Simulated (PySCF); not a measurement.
C2BrClF2, SMILES F/C(=C(\F)Cl)Br.

Coordinates come from a TPSSh-D3(BJ)/def2-SVP optimisation.

All values below come from ωB97X/def2-TZVP (PySCF).

```json
{
  "total_energy": "-3310.29325 hartree",
  "point_group": "Cs",
  "highest_occupied_level": "-9.63 eV",
  "lowest_empty_level": "1.75 eV",
  "orbital_gap": "11.38 eV",
  "dipole_moment": "0.98 D",
  "quadrupole, principal values (traceless, Buckingham form, about the centre of nuclear charge)": "-0.68, 0.31, 0.37 D·Å",
  "mean_static_polarisability": "55.2 bohr³ (8.19 Å³)",
  "polarisability_principal_values": "35.8, 57.0, 72.8 bohr³"
}
```
